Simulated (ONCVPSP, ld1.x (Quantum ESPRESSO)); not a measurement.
**Hardness and transferability of assorted potentials**

Generated with ld1.x 7.5 (TM, RRKJ, ultrasoft, PAW), atompaw 4.2 or ONCVPSP 4.0.1. The cutoff is in Ry: for ld1.x and atompaw files where the sum of valence levels is converged to 10 mRy in a Bessel basis, for ONCV files where the hardest occupied wave has 1 mHa per electron of residual kinetic energy. The error is the largest all-electron minus pseudo excitation energy over each file’s own four to seven test configurations (ionisations up to +4, promotions, holes and added fractions of an electron), all of which were solved. The labels leave out finer settings (local radius, basis sizes, second energies), which also bear on the numbers. Spin-polarised tests are not counted. The rows are a selection from randomly drawn settings: files with unsolved tests, undetermined cutoffs or missed reference levels are left out.

A true bound ghost makes a file unfit for plane-wave use even where its test errors are small: the radial tests pick states by their node count and pass the ghost by.

```csv
element,potential,cutoff (Ry),largest error (meV),bound ghosts
Se,"ONCV, PBE, scalar-relativistic, rc 1.45/1.50/1.10/1.25 (spdf), local smoothed, core correction yes, reference 3d10 4s2 4p3.75, qcut 4/4.9/12.1/9, projectors 2/2/2/2",144,-3.5,s
Sn,"TM, PBE, fully relativistic, rc 1.55/2.45 (sp), local smoothed, core correction yes, reference 5s2 5p2",35,-380,"s, d"
Dy,"TM, PBEsol, scalar-relativistic, rc 2.85/4.10/2.20 (spd), local smoothed, core correction no, reference 5d1 6s2 6p0",15,+57,none
Re,"ONCV, PBEsol, scalar-relativistic, rc 1.60/1.55/1.90/1.10 (spdf), local smoothed, core correction yes, reference 4f14 5s2 5p6 5d4, qcut 8.2/8/8.1/18.5, projectors 2/2/2/3",264,+13,s
```

(1) Fill in the row for Ga: ONCV, LDA (Perdew-Zunger), scalar-relativistic, rc 1.00/0.70/1.20 (spd), local smoothed, core correction yes, reference 3s2 3p6 3d10 4s2, qcut 13.6/13.1/11.8, projectors 2/2/1.

## Answers

(1) cutoff 277 Ry, largest error +0.8 meV, bound ghosts: none.
